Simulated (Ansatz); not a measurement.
The cluster Y₂O₂, relaxed as a singlet with RKS PBE0-D4/def2-TZVP in Ansatz, starting from the GFN2-xTB geometry. Force threshold 0.02 eV/Å.

In the def2 sets Y takes a core potential; there is no spin–orbit coupling. The structure holds one bond between oxygen atoms, so isomers without such links may lie far lower. The restricted singlet is unstable: a solution with broken spin symmetry lies lower. The relaxation made no stability test and no search for a lower SCF solution. The structure comes from a short search, and lower isomers may exist.

Start:

```xyz
4

Y     0.2351   -1.9378   -0.0286
Y    -0.3320    0.8843    1.7076
O     0.7406    0.6135   -0.7467
O    -0.6436    0.4400   -0.9324
```

Task: Estimate the energy that the relaxation releases and the steps that it takes.

Result: 72.9 kcal/mol, in 10 steps; 15 s on 4 threads of Intel Xeon on a shared host. No frequencies were taken in this run, so the end may be a saddle point.

Task: Does the start keep its bonding and symmetry?

Result: By distances, no bond broke or formed. The bond that changes most is Y1–O3, from 2.70 to 2.16 Å (atoms count from 1). Point group C2v at the start, C2v at the end, both within 0.05 Å.

Task: Predict the relaxed structure.

Result: 
```xyz
4

Y     0.309   -1.790   -0.704
Y    -0.342    1.430    1.277
O     0.741    0.267   -0.191
O    -0.709    0.092   -0.383
```
Bond lengths (bridged metal pairs left out): 4 × O–Y 2.16 Å; 1 × O–O 1.47 Å.
